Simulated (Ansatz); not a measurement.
Basis-set series for CH8S2Si2, SMILES `[SiH3]C([SiH3])SS`. Charge 0, multiplicity 1. The structure was optimised at the PBE0-D4/def2-TZVP level. It is one conformer, not always the lowest.

```tsv
functional	basis	functions	energy (Eh)	HOMO (eV)	LUMO (eV)
PBE0-D4	def2-SVP	126	-1417.24844	-6.95	-0.72
PBE0-D4	def2-TZVPP	311	-1417.77999	-7.01	-0.95
ωB97M-V	def2-SVP	126	-1417.68664	-9.08	1.42
ωB97M-V	def2-TZVPP	311	-1418.22105	-9.17	1.06
```

(1) Give the rows for def2-QZVPP. (Best estimate.)

## Answers

(1) The calculation gave: 
```json
{"functional": "PBE0-D4", "basis": "def2-QZVPP", "functions": "577", "energy (Eh)": "-1417.82665", "HOMO (eV)": "-7.03", "LUMO (eV)": "-1.03"}
{"functional": "ωB97M-V", "basis": "def2-QZVPP", "functions": "577", "energy (Eh)": "-1418.26495", "HOMO (eV)": "-9.20", "LUMO (eV)": "0.87"}
```

Positive LUMOs are unbound and depend on the basis.

Computed with Ansatz.
